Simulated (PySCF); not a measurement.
Numbering as in the mapped SMILES `[CH3:1][C:2]([CH3:3])([CH3:4])[Si@@H:5]([NH2:6])[OH:7]` (H(Xn): hydrogen on atom n).

GIAO PBE0/pcSseg-1 shifts (PySCF 2.14, gas phase, non-relativistic, equivalent atoms averaged), each against references optimised in the same way as the molecule (TMS, NH3, H2O).

On the GFN2-xTB geometry: C1/C3/C4 26.9, C2 21.5, Si5 -11.3, N6 23.4, O7 31.6, H(Si5) 4.80, H(O7) 1.37, H(C1)/H(C3)/H(C4) 0.90, H(N6) 0.45 ppm.

What changes on the PBE0-D3(BJ)/def2-SVP geometry?

## Answers


```json
{"atoms": "C1/C3/C4", "δ (ppm)": "25.9", "change": "-1.0"}
{"atoms": "C2", "δ (ppm)": "17.5", "change": "-4.0"}
{"atoms": "Si5", "δ (ppm)": "-6.8", "change": "+4.5"}
{"atoms": "N6", "δ (ppm)": "24.8", "change": "+1.4"}
{"atoms": "O7", "δ (ppm)": "42.5", "change": "+10.9"}
{"atoms": "H(Si5)", "δ (ppm)": "4.65", "change": "-0.15"}
{"atoms": "H(O7)", "δ (ppm)": "0.90", "change": "-0.47"}
{"atoms": "H(C1)/H(C3)/H(C4)", "δ (ppm)": "0.85", "change": "-0.05"}
{"atoms": "H(N6)", "δ (ppm)": "0.55", "change": "+0.10"}
```

Part of each change is the reference's own: σ(TMS, C) goes from 186.9 to 184.4 ppm, σ(TMS, Si) goes from 349.2 to 352.0 ppm, σ(NH3, N) goes from 267.7 to 265.7 ppm, σ(H2O, O) goes from 336.1 to 334.6 ppm, σ(TMS, H) goes from 31.72 to 31.27 ppm.

Bonds between heavy atoms that differ most (equivalent bonds averaged): Si5–O7 1.628 → 1.671 Å, C2–Si5 1.916 → 1.896 Å, Si5–N6 1.729 → 1.731 Å. Mean change of bonds to hydrogen: C–H +0.014 Å, Si–H +0.032 Å, N–H +0.007 Å, O–H +0.008 Å.
